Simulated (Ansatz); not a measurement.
`C[SiH2]NC=S` → 2 C• + 7 H• + N• + S• + Si•  (atomization)

Calculated with Ansatz (gas phase, PBE0-D4/def2-TZVP geometries, no zero-point term in ΔE). CCSD(T)/CBS is the MP2 limit (def2-TZVPP, def2-QZVPP) plus CCSD(T) − MP2 in def2-TZVPP, frozen cores. This one scheme is used for every species, atoms too. Open shells (•) are unrestricted, without spin–orbit coupling. Spin–orbit coupling would lower the free atoms: a little for C, S, Si. One conformer a species, not always the lowest.

```tsv
level	ΔE (eV)
CCSD(T)/def2-TZVPP	43.97
CCSD/CBS(def2)	44.50
```

**Question.** What does CCSD(T)/CBS give? (An estimate is asked.)

**Answer.** Ansatz gave: +45.25 eV. The listed levels differ from it by -1.28, -0.75 eV.

Largest T1 diagnostic among the species: 0.016.

In def2-TZVPP, CCSD(T) changes the Hartree–Fock value by +11.50 eV (the triples alone add +0.75 eV) and MP2 by +12.05 eV; breaking electron pairs costs correlation energy, which Hartree–Fock lacks. The D4 term adds +0.49 eV with B3LYP and +0.26 eV with PBE0; it sums over pairs of atoms, weighted by their polarisabilities, and B3LYP, whose exchange is more repulsive, gets the larger term.

B3LYP here is the variant with VWN-RPA as its local correlation; programs differ in this.

For atomizations the MP2-based limit and the directly extrapolated one differ by several kJ/mol either way, and by 10 to 25 for some Ge, Se and Sn compounds, so smaller differences from it don't rank the levels.
